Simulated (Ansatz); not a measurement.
F₂Ge₂H₄ (`[F][GeH]([F])[GeH3]`) at its PBE0-D4/def2-TZVP geometry, where that method's forces vanish. Charge 0, multiplicity 1.

```tsv
atom	x (Å)	y (Å)	z (Å)
F1	-0.7317	1.1999	-1.8762
Ge2	-0.0299	-0.2043	-1.1388
F3	1.6151	-0.1878	-1.6882
Ge4	-0.0372	0.1082	1.2658
H5	-0.6943	-1.4184	-1.8073
H6	-1.4923	0.1858	1.7431
H7	0.6641	-1.0907	1.9153
H8	0.7063	1.4073	1.5864
```

(1) For each bond, give half the difference of the two atoms' forces along it (eV/Å; positive pushes the atoms apart) under PBE-D4, r2SCAN-D4, B3LYP-D4, ωB97M-V in def2-TZVPP. (An estimate is asked.)

## Answers

(1) Computed: 
```tsv
bond	length (Å)	PBE-D4	r2SCAN-D4	B3LYP-D4	ωB97M-V
F1–Ge2	1.734	0.55	0.05	0.28	0.12
Ge2–F3	1.734	0.55	0.05	0.28	0.12
Ge2–Ge4	2.425	-0.20	-0.05	0.03	-0.04
Ge2–H5	1.537	0.00	-0.03	-0.10	-0.14
Ge4–H6	1.533	0.08	-0.03	-0.02	-0.06
Ge4–H7	1.533	0.08	-0.03	-0.02	-0.06
Ge4–H8	1.531	0.08	-0.03	-0.02	-0.07
```

B3LYP here is the variant with VWN-RPA as its local correlation; programs differ in this.
